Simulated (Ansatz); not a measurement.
Reaction (hydrogen abstraction from the In–H bond): `[NH2][InH2]` + H• → `[NH2][InH]`• + H₂

Gas-phase electronic energies from Ansatz, PBE0-D4/def2-TZVP geometries. CBS: MP2 limit from def2 TZ/QZ plus the TZ coupled-cluster correction, frozen cores. This one scheme is used for every species, atoms too. DFT in def2-TZVPP. HSE06 is defined as in plane-wave codes. No spin–orbit coupling; open shells (•) take unrestricted orbitals. Elements past krypton have def2 core potentials. Bonds to In are less sure, by a few kJ/mol each and by 10 to 20 or more in all where they break to atoms, as the def2 sets lack core-valence functions.

`[NH2][InH2]`:

Z-matrix (Å, degrees):
```
N
In 1 2.007
H 1 1.006 2 124.3
H 1 1.006 2 124.3 3 -179.6
H 2 1.712 1 115.0 3 -0.2
H 2 1.712 1 115.0 3 179.8
```

`[NH2][InH]`•:

```xyz
5

N     0.177    0.731    0.354
In    0.467   -0.902   -0.827
H    -0.629    0.779    0.962
H     0.958    1.204    0.782
H    -0.974   -1.813   -1.270
```

H₂:

Cartesian coordinates in Å:
```
H -0.338 -0.026 -0.156
H 0.338 0.026 0.156
```

```json
{"level": "LDA (SPW92)", "ΔE (kJ/mol)": "-131.2", "difference from CCSD(T)/CBS": "5.0"}
{"level": "BLYP-D4", "ΔE (kJ/mol)": "-158.5", "difference from CCSD(T)/CBS": "-22.3"}
{"level": "PBE0-D4", "ΔE (kJ/mol)": "-133.2", "difference from CCSD(T)/CBS": "3.0"}
{"level": "B2PLYP", "ΔE (kJ/mol)": "-143.4", "difference from CCSD(T)/CBS": "-7.2"}
{"level": "r2SCAN", "ΔE (kJ/mol)": "-146.1", "difference from CCSD(T)/CBS": "-9.9"}
{"level": "HSE06", "ΔE (kJ/mol)": "-134.3", "difference from CCSD(T)/CBS": "1.9"}
{"level": "BHLYP", "ΔE (kJ/mol)": "-142.7", "difference from CCSD(T)/CBS": "-6.5"}
{"level": "HF/def2-SVP", "ΔE (kJ/mol)": "-108.6", "difference from CCSD(T)/CBS": "27.6"}
{"level": "HF/def2-TZVPP", "ΔE (kJ/mol)": "-114.9", "difference from CCSD(T)/CBS": "21.3"}
{"level": "SCS-MP2/def2-TZVPP", "ΔE (kJ/mol)": "-132.7", "difference from CCSD(T)/CBS": "3.5"}
{"level": "CCSD(T)/CBS", "ΔE (kJ/mol)": "-136.2", "difference from CCSD(T)/CBS": "0"}
```

Largest T1 diagnostic among the species: 0.019.

From PBE to PBE0 (25 % exact exchange), in def2-TZVPP and without D4, ΔE moves by +6.5 kJ/mol. Leaving LDA and LC-ωPBE aside and taking each functional with its dispersion term where it has one, the values, not all of them listed here, spread over 33.0 kJ/mol, from BLYP-D4 to ωB97X-V. LDA lies +9.0 kJ/mol from PBE without D4.
